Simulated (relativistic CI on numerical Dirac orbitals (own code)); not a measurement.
How well does a small relativistic CI reproduce In²⁺?

Calculated at this level of theory: Dirac-Coulomb-Breit CI, KLI orbitals optimised for each configuration, QED by a radiative potential, valence Slater integrals scaled by 0.85, P86 correlation estimate, and configurations built on the next ion tied to the tabulated ionisation energy (semi-empirical) (own radial code, finite nucleus).

CI space (outside the closed core [Kr]): 4d10 5s, 4d10 5p, 4d10 5d, 4d10 6s, 4d10 4f, 4d10 5f, 4d9 5s2, 4d10 6p, 4d10 7s, 4d10 6d, 4d10 7p, 4d9 5s 4f, 4d10 5g, 4d8 5s 5p2, 4d9 5s 5p, 4d10 7d, 4d9 5p2, 4d10 6f, 4d9 5p 5d, 4d9 5s 6p, 4d8 5s2 5p. Levels of other configurations are missing.

| Configuration | Term (tabulated) | J | Measured (cm⁻¹) | Computed | Error | Purity (%) |
| --- | --- | --- | --- | --- | --- | --- |
| 4d10 5s | 2S | 1/2 | 0.0 | 0 | 0 | 100 |
| 4d10 5p | 2P° | 1/2 | 57181.1 | 61884 | 4703 | 99 |
| 4d10 5p | 2P° | 3/2 | 61523.2 | 65733 | 4209 | 99 |
| 4d9 5s2 | 2D | 5/2 | 115568.7 | 118037 | 2468 | 96 |
| 4d9 5s2 | 2D | 3/2 | 122414.8 | 124713 | 2298 | 93 |
| 4d10 6s | 2S | 1/2 | 126874.2 | 128315 | 1441 | 100 |
| 4d10 5d | 2D | 3/2 | 128452.8 | 129448 | 995 | 96 |
| 4d10 5d | 2D | 5/2 | 128742.5 | 129700 | 958 | 99 |
| 4d10 6p | 2P° | 1/2 | 144583.6 | 145656 | 1072 | 100 |
| 4d10 6p | 2P° | 3/2 | 145922.6 | 146853 | 930 | 99 |
| 4d10 4f | 2F° | 5/2 | 161968.8 | 163343 | 1374 | 98 |
| 4d10 4f | 2F° | 7/2 | 161976.8 | 163354 | 1377 | 99 |
| 4d10 7s | 2S | 1/2 | 169429.8 | 170118 | 688 | 100 |
| 4d10 6d | 2D | 3/2 | 170531.8 | 171308 | 777 | 100 |
| 4d10 6d | 2D | 5/2 | 170715.3 | 171469 | 753 | 100 |
| 4d10 7d | 2D | 3/2 | 190033.5 | 190697 | 664 | 100 |
| 4d10 7d | 2D | 5/2 | 190131.9 | 190781 | 650 | 100 |

Measured levels from Moore, Atomic Energy Levels, vol. III, NSRDS-NBS 35 (1971 reprint of NBS Circular 467, 1958); pairs were made by configuration, J and term (by order where the table uses no LS term), so strongly mixed levels may be paired wrongly. The analysis dates from before 1960.

Mean error by configuration (cm⁻¹): 4d10 5p 4456; 4d9 5s2 2383; 4d10 6s 1441; 4d10 5d 976; 4d10 6p 1001; 4d10 4f 1376; 4d10 7s 688; 4d10 6d 765; 4d10 7d 657. Over the excited levels the mean absolute error is 1585 cm⁻¹ (16 of the 17 excited levels that our extract of the source holds in range could be paired, and the others can miss by more), and the median relative error of those above 1,000 cm⁻¹ is 0.76 %.
